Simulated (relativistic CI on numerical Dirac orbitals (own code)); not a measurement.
# Rh¹⁶⁺: q coefficients and field-shift factors

Calculated at this level of theory: Dirac-Coulomb-Breit CI, separate exchange-only KLI orbitals for each configuration, derivatives by finite differences, unscaled Slater integrals, QED left out (own radial code, finite nucleus).

CI space (outside the closed core [Ar] 3d10): 4s, 4p, 4d, 4f, 5s, 5p, 5d, 5f. Levels of other configurations are missing.

With x = (α/α₀)² − 1 an excitation energy changes as ω = ω₀ + qx; K = 2q/ω₀ is the relative enhancement. Terms are leading LS components, so labels can repeat. The field-shift factor is F = δν/δ⟨r²⟩ for the transition from the lowest level.

Lowest level 4s 2S_1/2.

```tsv
Level	ω₀ (cm⁻¹)	q (cm⁻¹)	K	F (GHz/fm²)
4p 2P°_1/2	283631	14540	0.103	-59.7
4p 2P°_3/2	332648	66750	0.401	-60.6
4d 2D_3/2	792963	71460	0.18	-59.7
4d 2D_5/2	801594	80140	0.2	-59.6
4f 2F°_5/2	1271751	76650	0.121	-57.9
4f 2F°_7/2	1272118	77000	0.121	-57.9
5s 2S_1/2	1457666	43110	0.0592	-33.2
5p 2P°_1/2	1584018	48610	0.0614	-58.2
5p 2P°_3/2	1605109	71000	0.0885	-58.6
5d 2D_3/2	1810253	73060	0.0807	-58.2
5d 2D_5/2	1814174	77000	0.0849	-58.2
5f 2F°_5/2	2018810	75860	0.0752	-57.5
5f 2F°_7/2	2019133	76160	0.0754	-57.5
```

At this charge energies of transitions that change n are usually good to better than 1 %, and those within a shell (Δn = 0) to a few per cent.
